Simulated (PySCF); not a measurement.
Work out the structure from these simulated measurements.

Formula: C5H7FOSi.

| Property | Result |
| --- | --- |
| UV, strongest line | among the 10 lowest singlet transitions: S8 at 7.95 eV (156 nm, f = 0.060) [TDDFT CAM-B3LYP/def2-SVPD] |
| Dipole | 1.31 D [CAM-B3LYP/def2-SVPD] |
| NMR, other nuclei | isotropic shieldings of nuclei other than C and H, by class: 287 (1 O), 421 (1 F), 365 (1 Si) ppm [GIAO PBE0/pcSseg-1] |
| 13C NMR | chemical shifts (computed TMS as zero) by class: 105.4 (1 C), 86.8 (1 C), 84.8 (1 C), 68.0 (1 C), 39.4 (1 C) ppm [GIAO PBE0/pcSseg-1] |
| Triplet | lowest triplet excitation (Tamm–Dancoff): 4.81 eV [TDA CAM-B3LYP/def2-SVPD] |
| 1H NMR | chemical shifts (computed TMS as zero) by class: 4.91 (1 H), 4.65 (1 H), 4.11 (1 H), 4.09 (1 H), 2.44 (1 H), 2.23 (1 H), 1.49 (1 H) ppm [GIAO PBE0/pcSseg-1] |
| Valence photoelectron | vertical ionisation energy: 10.07 eV [ΔSCF CAM-B3LYP/def2-SVPD] |
| Rotational structure | rotational constants A, B, C: 2.777, 1.410, 1.126 GHz [PBE0-D3(BJ)/def2-SVP] |

The electronic properties come from PySCF, for the isolated species, density fitting. Levels stand in brackets. Geometry: PBE0-D3(BJ)/def2-SVP, one conformer, isolated molecule. NMR classes are plain means over equivalent atoms (diastereotopic ones count apart unless rotation or inversion swaps them), as if these changed places fast.

Task: Propose a structure and show how it fits.

Result: Numbering: `[CH:1]#[C:2][Si@@H:3]1[O:4][CH2:5][CH2:6][C@@H:7]1[F:8]`. Its formula, C5H7FOSi, gives 3 degrees of unsaturation: 1 ring and 2 π bonds in the structure found. 5 carbons fall into 5 classes; from least to most shielded: terminal alkyne carbon [C1] (105.4 ppm), sp3 C–F carbon [C7] (86.8 ppm), alkyne carbon [C2] (84.8 ppm), ring sp3 carbon bound to oxygen [C5] (68.0 ppm), ring CH2 carbon [C6] (39.4 ppm). Hydrogen classes from least to most shielded: 1 H on an oxygen-bound silicon, Si3 (4.91 ppm), 1 H on an sp3 C–F carbon, C7 (4.65 ppm), 1 H on an sp3 carbon bound to oxygen, C5 (4.11 ppm), 1 H on an sp3 carbon bound to oxygen, C5 (4.09 ppm), 1 H on a terminal alkyne carbon, C1 (2.44 ppm), 1 H on a ring CH2 carbon, C6 (2.23 ppm), 1 H on a ring CH2 carbon, C6 (1.49 ppm). The other shieldings belong to: 287 ppm, silyl ether oxygen [O4]; 421 ppm, alkyl fluorine [F8]; 365 ppm, oxygen-bound silicon [Si3]. The first electron is taken from the HOMO, whose largest Löwdin shares are 0.19 on the silyl ether oxygen, 0.14 on the terminal alkyne carbon, 0.14 on the alkyne carbon and 0.12 on the sp3 C–F carbon. The optimised geometry has point group C1 and is an asymmetric top. Structure: `C#C[Si@@H]1OCC[C@@H]1F`. The assignments are read from this structure; whether some other isomer fits the data as well wasn't checked. The mirror image fits equally.
